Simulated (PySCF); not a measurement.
# Reading the logs of faulty runs: BCFH3O

Calculated results; nothing here was measured. They come from PySCF 2.14.0, an open-source quantum chemistry program, on an isolated molecule that a program drew, which may never have been made. The molecule is BCFH3O (charge 0, doublet), drawn as the SMILES string `[CH2]OBF`.

Each row is a Hartree-Fock (HF) and frozen-core CCSD(T) single point in the cc-pVDZ basis, meant for a local HF minimum. Run 1 is clean. Each other run has one planted mistake out of seven kinds, and not every kind appears here: one electron removed, one electron added, multiplicity raised by two, geometry at a saddle point, minimal basis STO-3G, one bond length entered in bohr, all coordinates scaled. The reference is restricted for singlets and unrestricted otherwise, and also for a bond in bohr. Adding or removing an electron swaps singlet and doublet. Electrons count all cores. HOMO and LUMO are orbital energies over both spins, the gradient is its largest component, and the lowest frequency (negative if imaginary) is given only where the gradient is small. Bond lengths are over the 6 bonds as drawn. T1 is the CCSD diagnostic: over 0.02 (restricted) or 0.045 (unrestricted) a single reference is doubtful.

Geometry of the clean run:
```xyz
7
BCFH3O, angstrom
C     0.8993   -0.3506    0.0327
O     0.6800    0.9699   -0.2290
B    -0.2548    1.3908   -1.0956
F    -0.4048    2.6984   -1.2423
H     0.5186   -1.0745   -0.6768
H     1.8032   -0.5404    0.5909
H    -0.9391    0.6460   -1.7316
```

```
run,electrons,basis functions,<S^2>,HOMO (eV),LUMO (eV),gradient (hartree/bohr),lowest frequency (cm^-1),mean bond (Å),longest bond (Å),T1,HF (hartree),CCSD(T) (hartree),mistake
1,31,71,0.760,-9.98,3.57,5.8e-06,172,1.2312,1.364,0.0160,-238.66403,-239.27185,no fault
2,31,71,3.772,-4.52,-2.52,1.1e-01,-,1.2312,1.364,0.0794,-238.36162,-238.96855,multiplicity raised by two
3,31,71,0.760,-10.11,3.47,2.1e-02,-,1.2534,1.388,0.0166,-238.66171,-239.27277,all coordinates scaled
4,32,71,0.000,0.76,9.66,6.7e-02,-,1.2312,1.364,0.0262,-238.57570,-239.22673,one electron added
5,31,71,0.762,-9.62,3.67,5.4e-05,-527,1.2294,1.361,0.0161,-238.66318,-239.27158,geometry at a saddle point
6,31,23,0.760,-8.00,7.47,2.5e-02,-,1.2312,1.364,0.0182,-235.45678,-235.63372,?
```

**Which mistake was planted in run 6, and what did it cost?**

It has 23 basis functions where the clean run has 71, with the same electrons and geometry. So the mistake is: minimal basis STO-3G. Subtracting run 1 and multiplying by 627.51 kcal/mol a hartree, the energy moved by 2012.6 kcal/mol in HF and 2283.0 kcal/mol in CCSD(T).

Cautions from the logs. Run 2: T1 is over the limit, so its CCSD(T) energy is less reliable; run 4: T1 is over the limit, so its CCSD(T) energy is less reliable and the HOMO is above zero, so the electron isn't bound and the energy depends on the basis.
